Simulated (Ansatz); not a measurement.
A structure drawn as `[CH3][Ge]([NH2])([F])[Cl]`, with this starting geometry:

```xyz
10

C     1.378   -0.470   -0.273
Ge   -0.403   -0.279    0.405
N    -1.345    0.746   -0.791
F    -1.220   -1.848    0.542
Cl   -0.409    0.668    2.348
H     1.889    0.545   -0.293
H     1.397   -0.949   -1.220
H     1.960   -1.073    0.510
H    -2.323    0.932   -0.402
H    -0.923    1.726   -0.825
```

The species carries charge 0 and has multiplicity 1.

Question: Does it keep its bonds when Ansatz relaxes it at PBE-D4/def2-SVP and then PBE0-D4/def2-TZVP?

Answer: Yes, every drawn bond is still there and no new one forms.

Question: Give the relaxed structure. (An estimate is asked.)

Answer: Ansatz gave: 
Z-matrix (Å, degrees):
```
C
Ge 1 1.923
H 1 1.089 2 109.3
H 1 1.090 2 109.9 3 -119.6
H 1 1.090 2 109.2 3 120.2
N 2 1.811 1 114.6 3 -176.4
F 2 1.731 1 110.4 3 -59.5
Cl 2 2.159 1 109.6 3 54.5
H 6 1.011 2 115.0 1 -65.0
H 6 1.011 2 113.7 1 168.2
```
All modes are real.

Atoms count as bonded under 1.1 times the sum of their covalent radii (H–H under 0.85 Å, pairs among N, O and F under 1.55 Å), and a drawn bond as lost past 1.3 times.
